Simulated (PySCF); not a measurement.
Correlation energy of Ca(18+) (calcium, charge +18)

Starting occupation: 1s2. Calculation: PySCF 2.14, in an even-tempered Gaussian basis (17 s from 1.7 bohr⁻², ratio 2.6; 10 p from 2.2 bohr⁻², ratio 2.6; 6 d from 2.2 bohr⁻², ratio 2.8; 3 f from 100 bohr⁻², ratio 2.8); X2C-1e with screened-nucleus spin-orbit coupling, Gaussian nucleus. Frozen: nothing; 2 electrons correlated; the 28 highest virtual spinors left out.

Total MP2 correlation energy: -45.87 mhartree.

With two correlated electrons CCSD is exact within the correlated space (frozen core and kept virtual orbitals).

The virtual space was cut to 52 spinors, which keep -43.46 of the -45.87 mhartree of MP2 correlation.

| level | correlation energy (mhartree) |
| --- | --- |
| CCSD | -44.19 |

Diagnostics: T1 = 5.9e-06, largest double amplitude 0.003.

Question: Is a single reference adequate?

Answer: Yes: T1 lies below 0.03 and no double amplitude reaches 0.07.

The coupled-cluster values are those of the cut space; adding the MP2 remainder, -2.41 mhartree, estimates the full space.
